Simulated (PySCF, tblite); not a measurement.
A set of runs on `C=CC1=CC=C[C@@H]1F`; the geometry of each is named by its level. Settings lines and outputs come from a driver script.

Species: C7H7F.
Numbering: `[CH2:1]=[CH:2][C:3]1=[CH:4][CH:5]=[CH:6][C@@H:7]1[F:8]` (hydrogens: H9, H10 on C1; H11 on C2; H12 on C4; H13 on C5; H14 on C6; H15 on C7)

Step 1: GFN2-xTB geometry optimisation, gas phase (tblite 0.8.0) (from a force-field or distance-geometry start)
```json
{"job": {"kind": "relax", "xc": "GFN2-xTB", "basis": "xTB"}, "charge": 0, "multiplicity": 1}
```
```
step      E/eV     max force
  0    -631.62555    1.676
  1    -631.66322    0.674
  2    -631.67389    0.228
...
 34    -631.70354    0.024
 35    -631.70363    0.023
 36    -631.70370    0.016
 37    -631.70373    0.010
 38    -631.70375    0.009
```

Energy lowered by 1.8 kcal/mol over 38 steps; largest atomic force 0.009 eV/Å at the end. «max force» is the largest atomic force in eV/Å.

The run took 0.33 s wall on Arm Neoverse N1, one thread, shared host with 64 logical CPUs at a one-minute load of 56.

Step 2: GFN2-xTB harmonic vibrations, gas phase (tblite 0.8.0) (on the GFN2-xTB geometry)
```json
{"job": {"kind": "ir", "xc": "GFN2-xTB", "basis": "xTB"}, "charge": 0, "multiplicity": 1}
```
```
(table of modes left out)
```

39 modes from 100 to 3158 cm⁻¹ (unscaled, harmonic); zero-point energy 72.1 kcal/mol; all wavenumbers are real at this level.

Time: 0.67 s of wall time. Hardware: one thread, Arm Neoverse N1 (aarch64), on a shared host.

Step 3: TDDFT B3LYP/def2-SVPD, vertical, gas phase, core orbitals frozen in the response (PySCF 2.14.0, density-fitted response routines) (on the GFN2-xTB geometry)
```json
{"job": {"kind": "uv", "xc": "B3LYP", "basis": "def2-SVPD", "nstates": 8, "ntriplets": 3}, "charge": 0, "multiplicity": 1}
```
```
...
Static polarisability (au): isotropic 87.159, principal 53.153 82.307 126.016
Singlet excitations
state   eV       nm        f      main configurations
  1   3.7261    332.7   0.18696   H->L 0.96
  2   5.3109    233.5   0.01204   H-1->L 0.55, H->L+1 0.43
  3   5.8432    212.2   0.01551   H->L+2 0.97
  4   5.9158    209.6   0.12696   H-3->L 0.63, H->L+1 0.21, H-1->L 0.10
  5   6.1315    202.2   0.00867   H-2->L 0.86
  6   6.2375    198.8   0.17748   H->L+3 0.24, H-3->L 0.23, H->L+1 0.17
  7   6.3266    196.0   0.01789   H->L+3 0.55, H->L+4 0.40
  8   6.4815    191.3   0.10643   H->L+4 0.43, H->L+3 0.19, H-1->L 0.09
Triplet excitations (Tamm-Dancoff, eV): 2.1126 4.0093 5.1132
```

HOMO -6.04 eV, LUMO -2.02 eV; lowest singlet 3.73 eV; lowest triplet 2.11 eV (Tamm–Dancoff); mean polarisability 87.2 au.

Time: 76 s wall (grids of density and orbitals included); peak memory 0.89 GiB. Hardware: one thread, Arm Neoverse N1 (aarch64), no GPU, shared host with 64 logical CPUs at a one-minute load of 55.

Geometry of the electronic-property runs (GFN2-xTB):
```
atom  x, y, z in Å
C1    -2.3848    0.8845   -0.0924
C2    -1.5477    0.0670   -0.7285
C3    -0.1865   -0.1781   -0.3418
C4     0.7222   -0.9608   -0.9660
C5     1.9717   -0.9566   -0.2362
C6     1.8641   -0.1694    0.8405
C7     0.5032    0.4687    0.8430
F8    -0.1628    0.3410    2.0388
H9    -3.3989    1.0196   -0.4258
H10   -2.0910    1.4341    0.7853
H11   -1.8796   -0.4776   -1.6037
H12    0.5566   -1.5255   -1.8657
H13    2.8365   -1.5215   -0.5346
H14    2.5932    0.0310    1.6018
H15    0.5994    1.5516    0.6631
```

 (This holds for the electronic-property runs.)

One conformer stands for the species.
